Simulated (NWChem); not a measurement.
Species: CH4Cl2Sn; SMILES [CH3][SnH]([Cl])[Cl]

```xyz
8

Sn    -0.3156    -0.0002     0.3167
C     -2.0692    -0.0008    -0.8918
Cl     0.9655    -1.8835    -0.2665
Cl     0.9646     1.8835    -0.2671
H     -0.4529     0.0000     2.0192
H     -2.6623    -0.9002    -0.6764
H     -2.6615     0.8995    -0.6784
H     -1.7636    -0.0022    -1.9464
```
Atoms are numbered in this order, from 1.

Program: NWChem. STO-3G and 3-21G are far too small for this property and stand as cheap habits. Geometry: optimised at PBE0/def2-SVP. def2 effective core potentials on Sn; no spin-orbit coupling. Field at 589 nm.

For level B3LYP/def2-SVP (core potentials):

| Property | Result |
|---|---|
| isotropic polarisability (bohr³) | 64.5 |
| anisotropy (bohr³) | 12.9 |

**Question.** What are these values for level B3LYP/STO-3G (all-electron, non-relativistic)?

**Answer.** The isotropic polarisability (bohr³) is 30.7 and the anisotropy (bohr³) is 15.6.
